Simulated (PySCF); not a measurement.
A side-by-side comparison of computed properties.

First species: C5H7FS.
InChI=1S/C5H7FS/c1-7-5-3-2-4-6/h4-5H2,1H3

Second species: C5H9FO.
InChI=1S/C5H9FO/c1-3-5(4-6)7-2/h3H,4H2,1-2H3/b5-3-

Levels: PBE0/def2-SVPD for dipole moment, HOMO energy, LUMO energy, HOMO–LUMO gap, static isotropic polarisability and electronic spatial extent ⟨r²⟩ about the centre of nuclear charge; TDDFT PBE0/def2-SVPD for lowest singlet excitation; TDA PBE0/def2-SVPD for lowest triplet excitation (Tamm–Dancoff); GFN2-xTB for rotational constant A and rotational constant C. Geometries: GFN2-xTB. Each structure is a single optimised conformer of the isolated species, non-relativistic unless stated; the electronic structure was computed with PySCF and density fitting.

Dipoles, sizes and rotational constants follow the conformer. The torsions of the flexible species, by atom-mapped SMILES:
- `[CH3:1][S:2][CH2:3][C:4]#[C:5][CH2:6][F:7]`: C1–S2–C3–C4 65°
- `[CH3:1]/[CH:2]=[C:3](/[CH2:4][F:5])[O:6][CH3:7]`: C2–C3–C4–F5 -106°, C2–C3–O6–C7 158°

Values for the first species:

- Dipole moment: 0.44 D
- HOMO energy: -6.60 eV
- LUMO energy: -0.06 eV
- HOMO–LUMO gap: 6.54 eV
- Lowest singlet excitation: 5.09 eV
- Lowest triplet excitation (Tamm–Dancoff): 4.54 eV
- Static isotropic polarisability: 83.3 au
- Electronic spatial extent ⟨r²⟩ about the centre of nuclear charge: 1397 bohr²
- Rotational constant A: 4.800 GHz
- Rotational constant C: 0.777 GHz

Task: Estimate the same properties for the second species, and the change in each.

Result: 
| property | first | second | second less first |
| --- | --- | --- | --- |
| dipole moment | 0.44 D | 1.03 D | +0.59 D |
| HOMO energy | -6.60 eV | -6.54 eV | +0.06 eV |
| LUMO energy | -0.06 eV | 0.19 eV | +0.25 eV |
| HOMO–LUMO gap | 6.54 eV | 6.73 eV | +0.19 eV |
| lowest singlet excitation | 5.09 eV | 6.03 eV | +0.94 eV |
| lowest triplet excitation (Tamm–Dancoff) | 4.54 eV | 3.94 eV | -0.60 eV |
| static isotropic polarisability | 83.3 au | 69.6 au | -13.7 au |
| electronic spatial extent ⟨r²⟩ about the centre of nuclear charge | 1397 bohr² | 888 bohr² | -509 bohr² |
| rotational constant A | 4.800 GHz | 3.609 GHz | -1.191 GHz |
| rotational constant C | 0.777 GHz | 1.381 GHz | +0.604 GHz |

On the first: The vertical singlet–triplet gap S1 − T1 is 0.55 eV (TDDFT singlet less Tamm–Dancoff triplet; S1: HOMO→LUMO, weight 0.80; T1: HOMO→LUMO, weight 0.66).

On the second: No computed singlet falls in the visible range (750 to 380 nm, 1.65 to 3.26 eV); S1 lies 2.77 eV above its blue end. A dipole of 1.03 D is allowed in C1, and pure rotational transitions are dipole-allowed.
